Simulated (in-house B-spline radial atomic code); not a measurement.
A fraction x of an electron is removed from 2p in Ca VI (Ca5+), starting from [Ne] 3s2 3p3 and keeping the highest spin. Computed with a radial B-spline atomic code at the basis-set limit: scalar-relativistic (X2C) LDA exchange-only, spin-polarised, spherical fractional occupations, Fermi nucleus of rms radius 3.4776 fm.

| x | E(x) - E(0) (eV) | 2p down level (eV) |
| --- | --- | --- |
| 0 | 0.0000 | -412.741 |
| 0.07 | 29.0254 | -416.557 |
| 0.24 | 100.6309 | -425.872 |
| 0.33 | ? | ? |
| 0.38 | 160.7930 | -433.593 |
| 0.5 | 213.2229 | -440.244 |
| 0.53 | ? | ? |
| 0.67 | 288.8690 | -449.719 |
| 0.81 | 352.3783 | -457.564 |
| 0.91 | 398.4159 | -463.190 |
| 1 | 440.3315 | -468.269 |

(1) What belongs in the row x = 0.33?

(2) What belongs in the row x = 0.53?

(3) Check Janak's theorem between x = 0.07 and 0.24.

Results:

(1) An energy change of 139.1824 eV; 2p down at -430.831 eV.

(2) An energy change of 226.4553 eV; 2p down at -441.912 eV.

(3) The slope of the energy is 421.21 eV; the orbital levels give 421.21 eV (-ε of the emptying orbital, averaged over the two points).
